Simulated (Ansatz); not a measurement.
Reactions of `[CH3][Zn][F]`.

Program: Ansatz. Geometries: PBE0-D4/def2-TZVP. ΔE: electronic, gas phase. CCSD(T)/CBS is the MP2 limit (def2-TZVPP, def2-QZVPP) plus CCSD(T) − MP2 in def2-TZVPP, frozen cores. This one scheme is used for every species. DFT in def2-TZVPP. For Ga, Zn outer-core shells are correlated without core-valence functions, which leaves a few kJ/mol of doubt a bond. Scalar relativity is left out up to krypton. One conformer a species, not always the lowest.

```csv
reaction,CCSD(T)/CBS(def2) (kcal/mol)
`[CH3][Zn][F]` + `O[SiH2]S[SiH2]F` → `CO[SiH2]S[SiH2]F` + `[F][ZnH]`,22.2
`[CH3][Zn][F]` + `N[SiH2]OCO` → `O[CH2][Zn][F]` + `CO[SiH2]N`,18.9
`[CH3][Zn][F]` + `CC(C)OC(C)(C)C` → `CC(C)[O][Zn][F]` + `CC(C)(C)C`,?
`[CH3][Zn][F]` + `[GaH2][CH]1CO1` → `[F][Zn][CH]1CO1` + `[CH3][GaH2]`,3.0
```

(1) Fill in the missing values. (Estimate.)

Largest T1 diagnostic: 0.018, for `[F][ZnH]`.

Answers

(1) Computed: `[CH3][Zn][F]` + `CC(C)OC(C)(C)C` → `CC(C)[O][Zn][F]` + `CC(C)(C)C`: -13.9 kcal/mol.
